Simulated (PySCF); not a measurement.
Telling isomers of C5H9FSi2 apart by NMR

Theory: structure optimised with GFN2-xTB, shielding tensors at PBE0/pcSseg-1 (GIAO), in PySCF 2.14.0 with density-fitted response routines (non-relativistic, one conformer, equivalent nuclei averaged, no solvent model).

Scale: TMS for $^{1}$H and $^{13}$C (reference shieldings calculated alike). Splittings of carbon signals by F and P are missing where no couplings were computed. Where no couplings were computed, multiplicities follow the n + 1 count of equivalent neighbours, and m marks all less simple cases (inequivalent or close neighbours, rings, F or P nearby). Shifts are as computed. Against solution values, carbons near 30 ppm lie about +3 ppm off and those near 130 ppm about +5 ppm. Of 1211 compounds with measured shifts, 218 miss one by over three times the rms of a fit or turn the order of signals round; such compounds aren't used in these exercises.

(1) Tabulate the signals of `CC1=C[SiH2]C=C[Si@@H]1F`, `C#C[SiH2][Si@H]1C[C@@H](F)C1` and their relative energies.

(2) What is the quickest way to tell CC1=C[SiH2]C=C[Si@@H]1F from C#C[SiH2][Si@H]1C[C@@H](F)C1?

Answers

(1) 
```json
{"SMILES": "CC1=C[SiH2]C=C[Si@@H]1F", "carbon types": "1×C 3×CH 1×CH3", "δC": "167.4, 156.8, 155.3, 143.2, 31.2", "δH": "7.55 (m, 1H), 7.51 (m, 1H), 6.94 (m, 1H), 5.24 (m, 1H), 4.57 (m, 1H), 4.54 (m, 1H), 2.32 (s, 3H)", "E rel. (kcal/mol)": "0.0"}
{"SMILES": "C#C[SiH2][Si@H]1C[C@@H](F)C1", "carbon types": "1×C 2×CH 2×CH2", "δC": "106.9, 91.1, 82.8, 23.3", "δH": "5.33 (m, 1H), 4.52 (m, 1H), 4.48 (m, 2H), 2.06 (m, 2H), 1.98 (t, 1H), 1.77 (m, 2H)", "E rel. (kcal/mol)": "73.5"}
```

Energies are electronic energies at PBE0/pcSseg-1 on these geometries, without zero-point or thermal terms, each for the one conformer computed, which needn't be the lowest.

(2) Count the carbon signals: 5 against 4. The first has a fully substituted alkene carbon (C) at 167.4 ppm, the second an alkyne carbon (C) at 82.8 ppm. Their most deshielded carbons lie at 167.4 and 106.9 ppm. In the proton spectra the most deshielded non-exchanging signals are 7.55 (m, 1H) and 5.33 (m, 1H).
